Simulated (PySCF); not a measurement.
Compound: C5H5ClO2S2.
SMILES with atom numbers: `[CH3:1][c:2]1[cH:3][cH:4][c:5]([S:6](=[O:7])(=[O:8])[Cl:9])[s:10]1` (hydrogens: H11, H12, H13 on C1; H14 on C3; H15 on C4)

Level: PBE0/pcSseg-1 and PBE0/def2-SVPD in PySCF, non-relativistic, on one gas-phase PBE0-D3(BJ)/def2-SVP geometry that isn't relaxed in the solvent. The solvent is an IEF-PCM continuum (van der Waals radii × 1.2). Specific hydrogen bonds and non-electrostatic terms are outside this model.

Gas phase at PBE0/pcSseg-1: HOMO -7.71 eV, LUMO -2.36 eV, dipole 6.16 D.

Task: What does the continuum do to the energy, the frontier levels and the dipole at PBE0/pcSseg-1 in chloroform?

Result: 
| solvent | ε | E(solvent) − E(gas) (kcal/mol) | polarisation term (kcal/mol) | distortion of the solute (kcal/mol) | HOMO (eV) | LUMO (eV) | dipole (D) |
| --- | --- | --- | --- | --- | --- | --- | --- |
| chloroform | 4.711 | -5.28 | -5.96 | 0.68 | -7.51 | -2.34 | 7.41 |

The first energy column is the sum of the next two and covers electrostatics alone.

Task: Which radius a makes the point-dipole formula ΔE = −[(ε − 1)/(2ε + 1)]·μ²/a³ give the value in chloroform, with the gas-phase dipole?

Result: μ = 2.425 au and |ΔE| = 0.00841 Eh give a = 3.33 Å; the farthest nucleus lies 3.83 Å from the centroid of the nuclei, so such a sphere wouldn't even hold the nuclei. The formula assumes a rigid point dipole at the centre of a sphere.

Task: Which ESP-fitted charges (PBE0/pcSseg-1) respond most in chloroform (means over atoms taken as equivalent)?

Result: 
```json
{"atoms": "O7/O8", "environment": "sulfonyl oxygen", "gas (e)": "-0.374", "solvent (e)": "-0.401", "change": "-0.027"}
{"atoms": "H14", "environment": "aromatic hydrogen", "gas (e)": "+0.228", "solvent (e)": "+0.247", "change": "+0.019"}
{"atoms": "C3", "environment": "aromatic CH carbon", "gas (e)": "-0.360", "solvent (e)": "-0.376", "change": "-0.016"}
{"atoms": "S6", "environment": "sulfonyl sulfur", "gas (e)": "+0.787", "solvent (e)": "+0.802", "change": "+0.015"}
{"atoms": "C2", "environment": "substituted aromatic carbon", "gas (e)": "+0.190", "solvent (e)": "+0.202", "change": "+0.012"}
{"atoms": "H15", "environment": "aromatic hydrogen", "gas (e)": "+0.182", "solvent (e)": "+0.192", "change": "+0.010"}
{"atoms": "C4", "environment": "aromatic CH carbon", "gas (e)": "-0.055", "solvent (e)": "-0.046", "change": "+0.009"}
{"atoms": "C5", "environment": "substituted aromatic carbon", "gas (e)": "-0.169", "solvent (e)": "-0.176", "change": "-0.007"}
```

Gas phase at PBE0/def2-SVPD: HOMO -7.72 eV, LUMO -2.44 eV, dipole 6.20 D.

Task: What does the continuum do to the energy, the frontier levels and the dipole at PBE0/def2-SVPD in chloroform?

Result: 
| solvent | ε | E(solvent) − E(gas) (kcal/mol) | polarisation term (kcal/mol) | distortion of the solute (kcal/mol) | HOMO (eV) | LUMO (eV) | dipole (D) |
| --- | --- | --- | --- | --- | --- | --- | --- |
| chloroform | 4.711 | -5.18 | -5.98 | 0.80 | -7.52 | -2.45 | 7.62 |

Task: How does the static polarisability (PBE0/def2-SVPD, frozen core, with the continuum's full static response) change?

Result: 
```json
{"medium": "gas", "isotropic (au)": "120.5", "principal values (au)": "93.2, 112.4, 156.0", "⟨r²⟩ of the electrons (bohr²)": "2255.4"}
{"medium": "chloroform", "isotropic (au)": "154.5", "principal values (au)": "118.9, 148.2, 196.5", "⟨r²⟩ of the electrons (bohr²)": "2254.1"}
```

The isotropic value in chloroform is 1.28 times the gas-phase one; no cavity-field correction is applied. ⟨r²⟩ is taken about the centre of nuclear charge.

The values belong to the conformer `[CH3:1][c:2]1[cH:3][cH:4][c:5]([S:6](=[O:7])(=[O:8])[Cl:9])[s:10]1`: C4–C5–S6–O7 -154°.
